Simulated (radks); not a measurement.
Values are calculated unless marked as measured or tabulated.
Species: Ru2.5+. Configuration: [Kr] 4d4.5 5s1 (fractional occupations, a model configuration).

Code: a radial shooting solver on a logarithmic mesh with Libxc functionals. Model: Dirac Kohn-Sham, LDA (Slater exchange, Perdew-Wang correlation), spin-unpolarised, spherical densities, point nucleus; open shells are shared between the two j in proportion to 2j + 1.

Energy parts (hartree):
total: -4525.32304
kinetic: 4708.09147
electron-nucleus: -10903.43981
Hartree: 1798.03145
exchange-correlation: -128.00616

Orbitals (lengths in bohr, moments of r in powers of bohr; r(90%) holds 90 % of the orbital's charge):
| orbital | occ. | eigenvalue (hartree) | r(90%) | <r^2> | <r> | <1/r> | small-component weight |
|---|---|---|---|---|---|---|---|
| 1s1/2 | 2 | -805.9107 | 0.0600 | 0.001512 | 0.03347 | 45.83 | 2.58e-02 |
| 2s1/2 | 2 | -116.9273 | 0.225 | 0.02500 | 0.1455 | 10.48 | 5.33e-03 |
| 2p1/2 | 2 | -108.2046 | 0.202 | 0.01878 | 0.1237 | 10.47 | 5.35e-03 |
| 2p3/2 | 4 | -103.4013 | 0.209 | 0.02013 | 0.1285 | 9.916 | 5.16e-03 |
| 3s1/2 | 2 | -21.56945 | 0.595 | 0.1862 | 0.4032 | 3.620 | 1.45e-03 |
| 3p1/2 | 2 | -18.18341 | 0.599 | 0.1827 | 0.3961 | 3.525 | 1.40e-03 |
| 3p3/2 | 4 | -17.36751 | 0.614 | 0.1925 | 0.4068 | 3.391 | 1.35e-03 |
| 3d3/2 | 4 | -11.35204 | 0.609 | 0.1751 | 0.3822 | 3.216 | 1.24e-03 |
| 3d5/2 | 6 | -11.19283 | 0.614 | 0.1781 | 0.3857 | 3.182 | 1.22e-03 |
| 4s1/2 | 2 | -3.97715 | 1.46 | 1.149 | 1.007 | 1.370 | 3.59e-04 |
| 4p1/2 | 2 | -2.95100 | 1.60 | 1.346 | 1.085 | 1.255 | 3.10e-04 |
| 4p3/2 | 4 | -2.81960 | 1.64 | 1.418 | 1.114 | 1.215 | 2.97e-04 |
| 4d3/2 | 1.8 | -1.27295 | 2.21 | 2.404 | 1.428 | 0.9296 | 1.85e-04 |
| 4d5/2 | 2.7 | -1.25730 | 2.23 | 2.448 | 1.440 | 0.9202 | 1.82e-04 |
| 5s1/2 | 1 | -0.95175 | 3.65 | 7.251 | 2.545 | 0.5110 | 6.91e-05 |

The highest occupied level is 5s1/2 at -25.898 eV. Summed over all electrons, <r^2> = 32.30 bohr^2, which gives a Langevin (diamagnetic) susceptibility term of -25.6 x 10^-6 cm^3/mol.
